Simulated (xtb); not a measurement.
hydrogen peroxide (H2O2), singlet, at a GFN2-xTB geometry; GFN2-xTB (xtb 6.7.1).

The xtb input:
```
$ xtb mol.xyz --gfn 2 --json

# file mol.xyz
4

O     -0.02311961     0.70996455    -0.01256427
O      0.02311961    -0.70996455     0.01256427
H      0.91389752     0.94248526    -0.03262698
H     -0.91389752    -0.94248526     0.03262698
```

The log (banner, timings and long lists left out):

```
   ID    Z sym.   atoms
    1    8 O      1, 2
    2    1 H      3, 4

           -------------------------------------------------
          |                Calculation Setup                |
           -------------------------------------------------

           -------------------------------------------------
          |                 G F N 2 - x T B                 |
           -------------------------------------------------

          ...................................................
          :                      SETUP                      :
          :.................................................:
          :  # basis functions                  10          :
          :  # atomic orbitals                  10          :
          :  # shells                            6          :
          :  # electrons                        14          :
          :  max. iterations                   250          :
          :  Hamiltonian                  GFN2-xTB          :
          :  restarted?                      false          :
          :  GBSA solvation                  false          :
          :  PC potential                    false          :
          :  electronic temp.          300.0000000     K    :
          :  accuracy                    1.0000000          :
          :  -> integral cutoff          0.2500000E+02      :
          :  -> integral neglect         0.1000000E-07      :
          :  -> SCF convergence          0.1000000E-05 Eh   :
          :  -> wf. convergence          0.1000000E-03 e    :
          :  Broyden damping             0.4000000          :
          :  net charge                          0          :
          :  unpaired electrons                  0          :
          ...................................................

 iter      E             dE          RMSdq      gap      omega  full diag
   1     -9.0862738 -0.908627E+01  0.573E+00    7.51       0.0  T
   2     -9.0869801 -0.706318E-03  0.342E+00    7.53       1.0  T
   3     -9.0872855 -0.305370E-03  0.250E-01    7.57       1.0  T
   4     -9.0873133 -0.278545E-04  0.631E-02    7.58       1.0  T
   5     -9.0873152 -0.181879E-05  0.327E-02    7.58       1.5  T
   6     -9.0873153 -0.156860E-06  0.161E-03    7.58      31.1  T
   7     -9.0873153 -0.398154E-09  0.580E-04    7.58      86.2  T
   8     -9.0873153 -0.812914E-10  0.304E-05    7.58    1642.3  T

   *** convergence criteria satisfied after 8 iterations ***

         :::::::::::::::::::::::::::::::::::::::::::::::::::::
         ::                     SUMMARY                     ::
         :::::::::::::::::::::::::::::::::::::::::::::::::::::
         :: total energy              -9.054669731506 Eh    ::
         :: gradient norm              0.000034158943 Eh/a0 ::
         :: HOMO-LUMO gap              7.579173952575 eV    ::
         ::.................................................::
         :: SCC energy                -9.087315313171 Eh    ::
         :: -> isotropic ES            0.030626225803 Eh    ::
         :: -> anisotropic ES         -0.006196310406 Eh    ::
         :: -> anisotropic XC         -0.008110793284 Eh    ::
         :: -> dispersion             -0.000468524989 Eh    ::
         :: repulsion energy           0.032645581665 Eh    ::
         :: add. restraining           0.000000000000 Eh    ::
         :: total charge              -0.000000000000 e     ::
         :::::::::::::::::::::::::::::::::::::::::::::::::::::

           -------------------------------------------------
          |                Property Printout                |
           -------------------------------------------------

    * Orbital Energies and Occupations

         #    Occupation            Energy/Eh            Energy/eV
      -------------------------------------------------------------
         1        2.0000           -0.7241433             -19.7049
         2        2.0000           -0.6961930             -18.9444
         3        2.0000           -0.6153668             -16.7450
         4        2.0000           -0.5976951             -16.2641
         5        2.0000           -0.5465511             -14.8724
         6        2.0000           -0.5157321             -14.0338
         7        2.0000           -0.4282181             -11.6524 (HOMO)
         8                         -0.1496886              -4.0732 (LUMO)
         9                          0.1139004               3.0994
        10                          0.1563113               4.2534
      -------------------------------------------------------------
                  HL-Gap            0.2785295 Eh            7.5792 eV
             Fermi-level           -0.2889533 Eh           -7.8628 eV

     #   Z          covCN         q      C6AA      α(0)
     1   8 O        1.736    -0.324    19.406     5.948
     2   8 O        1.736    -0.324    19.406     5.948
     3   1 H        0.805     0.324     0.653     1.270
     4   1 H        0.805     0.324     0.653     1.270

 Mol. C6AA /au·bohr⁶  :        108.199052
 Mol. C8AA /au·bohr⁸  :       2034.812469
 Mol. α(0) /au        :         14.435718

Wiberg/Mayer (AO) data.
largest (>0.10) Wiberg bond orders for each atom

 ---------------------------------------------------------------------------
     #   Z sym  total        # sym  WBO       # sym  WBO       # sym  WBO
 ---------------------------------------------------------------------------
     1   8 O    1.895 --     2 O    1.004     3 H    0.891
     2   8 O    1.895 --     1 O    1.004     4 H    0.891
     3   1 H    0.895 --     1 O    0.891
     4   1 H    0.895 --     2 O    0.891
 ---------------------------------------------------------------------------

Topologies differ in total number of bonds
Writing topology from bond orders to xtbtopo.mol

molecular dipole:
                 x           y           z       tot (Debye)
 q only:       -0.000      -0.000       0.000
   full:       -0.000      -0.000       0.000       0.000
molecular quadrupole (traceless):
                xx          xy          yy          xz          yz          zz
 q only:        1.485       3.045      -0.078      -0.104      -0.076      -1.407
  q+dip:        2.664       4.197      -1.527      -0.141      -0.064      -1.137
   full:        2.507       4.198      -0.691      -0.150      -0.091      -1.815

           -------------------------------------------------
          | TOTAL ENERGY               -9.054669731506 Eh   |
          | GRADIENT NORM               0.000034158943 Eh/α |
          | HOMO-LUMO GAP               7.579173952575 eV   |
           -------------------------------------------------

normal termination of xtb
```
